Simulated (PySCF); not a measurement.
A structure optimised at PBE0-D3(BJ)/def2-SVP (Å):
```
F 
C   1  1.3935
C   2  1.5246  1  108.01
C   3  1.5293  2  114.50  1   -51.01
C   4  1.5319  3  115.20  2   -65.47
Ge  5  1.9471  4  111.28  3    50.94
F   6  1.7545  5  107.70  4  -151.37
C   2  1.5187  1  107.67  3  -124.73
H   2  1.1045  1  106.36  3   117.26
H   3  1.1040  2  108.35  1  -175.26
H   3  1.1015  2  107.90  1    69.92
H   4  1.1023  3  107.79  2    57.59
H   4  1.1027  3  108.40  2   171.64
H   5  1.1005  4  110.96  3   175.13
H   5  1.1036  4  110.76  3   -66.45
H   6  1.5365  5  116.37  4    90.79
H   8  1.0999  2  110.22  1   -59.65
H   8  1.1017  2  110.22  1  -178.29
```
Z-matrix in Å and degrees, rows numbered from 1.

Neutral, closed shell.

Problem. Read off the bonds between heavy atoms and their formal orders.

Solution. F1–C2 (single); C2–C3 (single); C3–C4 (single); C4–C5 (single); C5–Ge6 (single); Ge6–F7 (single); Ge6–C8 (single); C2–C8 (single). Hydrogens: H9 on C2; H10, H11 on C3; H12, H13 on C4; H14, H15 on C5; H16 on Ge6; H17, H18 on C8.

Problem. Give the structure as a SMILES string.

Solution. `F[C@@H]1CC[CH2][Ge@@H]([F])[CH2]1`, C5H10F2Ge.

Problem. Name the point group.

Solution. C1 (no symmetry element, even within 0.4 Å).

Problem. Which rings does it hold (smallest set)?

Solution. C2–C3–C4–C5–Ge6–C8 (6 members, 0.23 Å rms from planarity).

Problem. Describe the place of each heavy atom.

Solution. F1: alkyl fluorine; C2: sp3 C–F carbon; C3: ring CH2 carbon; C4: ring CH2 carbon; C5: sp3 carbon bound to germanium; Ge6: germanium bonded to 2 C, F and H; F7: fluorine bonded to Ge; C8: sp3 carbon bound to germanium.

Problem. What is the arrangement about C2?

Solution. It has 4 neighbours (F1, C3, C8, H9) and is distorted tetrahedral (angles from 106.4° to 115.0°).

Problem. What is the arrangement about C8?

Solution. It has 4 neighbours (Ge6, C2, H17, H18) and is tetrahedral (angles from 107.1° to 112.1°).

These are computed values.
